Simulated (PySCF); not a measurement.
CaF, charge +1, singlet, at a GFN2-xTB geometry (such geometries of metal compounds can be far from the true shape); R2SCAN/cc-pVDZ (PySCF).

The PySCF input:
```python
from pyscf import gto, scf, dft

mol = gto.Mole()
mol.atom = '''
    Ca   -0.000000   -0.000000   -0.613052
    F     0.000000    0.000000    1.362338
'''
mol.basis = 'cc-pvdz'
mol.charge = 1
mol.spin = 0
mol.verbose = 4
mol.build()

mf = dft.RKS(mol)
mf.xc = 'r2scan'
mf.kernel()
```

Task: What does PySCF print? Leave out banner, timings and long lists.

Result: 
```
PySCF version 2.14.0

[INPUT] verbose = 4
[INPUT] num. atoms = 2
[INPUT] num. electrons = 28
[INPUT] charge = 1
[INPUT] spin (= nelec alpha-beta = 2S) = 0
[INPUT] symmetry False subgroup None
[INPUT] Mole.unit = angstrom
[INPUT] Symbol           X                Y                Z      unit          X                Y                Z       unit  Magmom
[INPUT]  1 Ca     0.000000000000   0.000000000000  -0.613052000000 AA    0.000000000000   0.000000000000  -1.158500380117 Bohr   0.0
[INPUT]  2 F      0.000000000000   0.000000000000   1.362338000000 AA    0.000000000000   0.000000000000   2.574445709088 Bohr   0.0

nuclear repulsion = 48.2192873131888
number of shells = 11
number of NR pGTOs = 98
number of NR cGTOs = 41
basis = cc-pvdz
ecp = {}

******** <class 'pyscf.dft.rks.RKS'> ********
method = RKS
initial guess = minao
damping factor = 0
level_shift factor = 0
DIIS = <class 'pyscf.scf.diis.CDIIS'>
diis_start_cycle = 1
diis_space = 8
diis_damp = 0
SCF conv_tol = 1e-09
SCF conv_tol_grad = None
SCF max_cycles = 50
direct_scf = True
direct_scf_tol = 1e-13
XC library pyscf.dft.libxc version 7.1.2
    S. Lehtola, C. Steigemann, M. J. T. Oliveira, and M. A. L. Marques,  SoftwareX 7, 1–5 (2018)
XC functionals = r2scan
    J. W. Furness, A. D. Kaplan, J. Ning, J. P. Perdew, and J. Sun,  J. Phys. Chem. Lett. 11, 8208–8215 (2020)
    J. W. Furness, A. D. Kaplan, J. Ning, J. P. Perdew, and J. Sun,  J. Phys. Chem. Lett. 11, 9248–9248 (2020)
    J. W. Furness, A. D. Kaplan, J. Ning, J. P. Perdew, and J. Sun,  J. Phys. Chem. Lett. 11, 8208–8215 (2020)
    J. W. Furness, A. D. Kaplan, J. Ning, J. P. Perdew, and J. Sun,  J. Phys. Chem. Lett. 11, 9248–9248 (2020)
radial grids:
    Treutler-Ahlrichs [JCP 102, 346 (1995); DOI:10.1063/1.469408] (M4) radial grids

becke partition: Becke, JCP 88, 2547 (1988); DOI:10.1063/1.454033
pruning grids: <function nwchem_prune>
grids dens level: 3
symmetrized grids: False
atomic radii adjust function: <function treutler_atomic_radii_adjust>
small_rho_cutoff = 0
Set gradient conv threshold to 3.16228e-05
Initial guess from minao.
tot grids = 34688
init E= -777.279218033589
  HOMO = -0.509188880821848  LUMO = -0.129942815759004  gap/eV = 10.31981
cycle= 1 E= -777.070467495895  delta_E= 0.209  |g|= 0.786  |ddm|= 1.38
  HOMO = -0.303419371749282  LUMO = -0.287154075545011  gap/eV = 0.44260
cycle= 2 E= -769.85395432604  delta_E= 7.22  |g|= 5.29  |ddm|= 3.39
  HOMO = -0.421547229803169  LUMO = -0.24202232592728  gap/eV = 4.88512
cycle= 3 E= -777.16587807858  delta_E= -7.31  |g|= 0.486  |ddm|= 2.97
  HOMO = -0.461702100841977  LUMO = -0.266151738260767  gap/eV = 5.32120
cycle= 4 E= -777.197114514442  delta_E= -0.0312  |g|= 0.15  |ddm|= 0.174
  HOMO = -0.471264743338383  LUMO = -0.261687197497769  gap/eV = 5.70290
cycle= 5 E= -777.201856213254  delta_E= -0.00474  |g|= 0.0518  |ddm|= 0.0896
  HOMO = -0.477623178666509  LUMO = -0.261181158373182  gap/eV = 5.88969
cycle= 6 E= -777.202388821491  delta_E= -0.000533  |g|= 0.00196  |ddm|= 0.0349
  HOMO = -0.477875998057108  LUMO = -0.261235633567261  gap/eV = 5.89508
cycle= 7 E= -777.202389738812  delta_E= -9.17e-07  |g|= 0.000563  |ddm|= 0.00205
  HOMO = -0.477791837183225  LUMO = -0.261234713388935  gap/eV = 5.89282
cycle= 8 E= -777.202389813674  delta_E= -7.49e-08  |g|= 0.000134  |ddm|= 0.000422
  HOMO = -0.477769572756831  LUMO = -0.261232797654475  gap/eV = 5.89227
cycle= 9 E= -777.202389817414  delta_E= -3.74e-09  |g|= 5.23e-06  |ddm|= 9.98e-05
  HOMO = -0.47777053088356  LUMO = -0.261232919269683  gap/eV = 5.89229
cycle= 10 E= -777.202389817419  delta_E= -5.23e-12  |g|= 3.21e-08  |ddm|= 3.88e-06
  HOMO = -0.477770508426262  LUMO = -0.261232916001254  gap/eV = 5.89229
Extra cycle  E= -777.202389817422  delta_E= -2.96e-12  |g|= 8.81e-08  |ddm|= 8.57e-08
converged SCF energy = -777.202389817422
```
